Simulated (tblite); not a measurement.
C₆H₉NO.
Atom-mapped SMILES: `[O:1]=[CH:2][C@@H:3]1[CH2:4][CH:5]=[N:6][CH2:7][CH2:8]1` (hydrogens: H9 on C2; H10 on C3; H11, H12 on C4; H13 on C5; H14, H15 on C7; H16, H17 on C8)

Computed with GFN2-xTB (tblite), gas phase: Langevin dynamics at 400 K from the optimised GFN2-xTB geometry, time step 0.5 fs, friction 0.01 fs⁻¹, 2000 steps. The instantaneous temperature is 2·E(kin)/(3Nk) with all 3N coordinates.

```
t (fs)  T (K)  E(pot) above start (eV)  O1=C2 (Å)  C2–C3 (Å)  C3–C4 (Å)  C4–C5 (Å)  C5=N6 (Å)  C2–H9 (Å)  O1–C2–C3–C4 (°)
     0    345                    0.000      1.198      1.509      1.529      1.503      1.254      1.110              -16
    25    238                    0.710      1.225      1.522      1.530      1.555      1.248      1.111               -1
    50    358                    0.498      1.175      1.507      1.594      1.500      1.264      1.143              -11
    75    287                    0.616      1.190      1.493      1.594      1.456      1.249      1.107              -22
   100    406                    0.406      1.239      1.515      1.554      1.467      1.245      1.056              -25
   125    327                    0.544      1.172      1.514      1.530      1.515      1.251      1.095              -15
   150    319                    0.669      1.220      1.530      1.535      1.553      1.262      1.057              -21
   175    333                    0.502      1.223      1.495      1.579      1.440      1.239      1.079              -18
   200    269                    0.570      1.183      1.488      1.576      1.458      1.264      1.107              -10
   225    220                    0.481      1.185      1.478      1.541      1.501      1.254      1.131               -6
   250    254                    0.406      1.196      1.503      1.548      1.495      1.250      1.127               -8
   275    286                    0.433      1.202      1.510      1.566      1.459      1.279      1.139              -25
   300    218                    0.604      1.183      1.536      1.510      1.463      1.249      1.144              -24
   325    324                    0.551      1.214      1.513      1.504      1.557      1.266      1.136              -35
   350    308                    0.643      1.174      1.523      1.514      1.497      1.270      1.131              -47
   375    347                    0.747      1.193      1.489      1.532      1.463      1.255      1.172              -49
   400    302                    0.687      1.218      1.540      1.574      1.500      1.243      1.162              -42
   425    432                    0.575      1.200      1.531      1.520      1.510      1.250      1.151              -28
   450    386                    0.736      1.202      1.481      1.517      1.521      1.284      1.122              -14
   475    398                    0.705      1.183      1.534      1.554      1.528      1.272      1.094                1
   500    504                    0.824      1.201      1.538      1.547      1.429      1.230      1.054               -2
   525    351                    0.645      1.210      1.540      1.579      1.510      1.260      1.058              -10
   550    390                    0.613      1.187      1.514      1.552      1.528      1.274      1.104                0
   575    378                    0.941      1.205      1.579      1.508      1.491      1.264      1.149               -9
   600    384                    0.915      1.211      1.577      1.561      1.459      1.261      1.171              -26
   625    451                    0.814      1.222      1.500      1.525      1.514      1.220      1.154              -53
   650    443                    0.800      1.178      1.548      1.594      1.523      1.281      1.145              -60
   675    474                    0.807      1.235      1.547      1.501      1.451      1.273      1.108              -62
   700    440                    0.620      1.218      1.507      1.500      1.492      1.213      1.091              -63
   725    270                    0.758      1.178      1.547      1.603      1.590      1.275      1.097              -40
   750    359                    0.780      1.199      1.476      1.453      1.537      1.259      1.104              -44
   775    405                    0.745      1.212      1.533      1.564      1.434      1.244      1.106              -39
   800    479                    0.619      1.186      1.506      1.547      1.525      1.237      1.106              -43
   825    455                    0.974      1.228      1.423      1.630      1.532      1.269      1.096              -59
   850    401                    0.953      1.189      1.518      1.589      1.472      1.249      1.127              -47
   875    532                    0.714      1.178      1.524      1.500      1.575      1.260      1.101              -61
   900    503                    1.058      1.238      1.488      1.543      1.510      1.268      1.108              -72
   925    496                    0.958      1.191      1.464      1.508      1.480      1.254      1.100              -67
   950    358                    0.956      1.186      1.454      1.537      1.521      1.265      1.134              -72
   975    491                    1.077      1.183      1.661      1.534      1.554      1.237      1.116              -75
  1000    478                    1.150      1.229      1.586      1.545      1.433      1.248      1.129              -77
```

**Question.** From 500 fs on, how do temperature and potential energy compare with equipartition?

**Answer.** The mean temperature of these 21 frames is 431 K against the target 400 K, and the mean potential energy 0.84 eV against 45 × kT/2 = 0.78 eV for 45 classical harmonic modes. For 17 atoms in a canonical ensemble the temperature itself scatters by T·√(2/(3N)) = 79 K; here its standard deviation is 65 K. The whole run lasts only 10 friction times of 100 fs, so these averages carry a wide statistical error.

**Question.** What are the kinetic and total energies of the listed frame with the highest potential energy?

**Answer.** The one at 1000 fs, 1.150 eV above the start. Its kinetic energy is 3NkT/2 = 1.050 eV at 478 K, so the sum is 2.20 eV; over the listed frames the sum runs from 0.76 to 2.20 eV, since the thermostat adds and removes energy.

**Question.** How much do the listed bonds fluctuate from 500 fs on?

**Answer.** 
```
 bond  at the start (Å)  mean (Å)  standard deviation (Å)
O1=C2             1.198     1.203                   0.019
C2–C3             1.509     1.525                   0.051
C3–C4             1.529     1.544                   0.041
C4–C5             1.503     1.503                   0.044
C5=N6             1.254     1.254                   0.018
C2–H9             1.110     1.112                   0.028
```

The motion is classical and holds no zero-point motion.

What follows is the cost of the whole dynamics run. Hardware: an Arm Neoverse N1 with one thread, shared host with 64 logical CPUs at a one-minute load of 62. Cost: 19 s of wall time, 0.18 GiB resident at most.
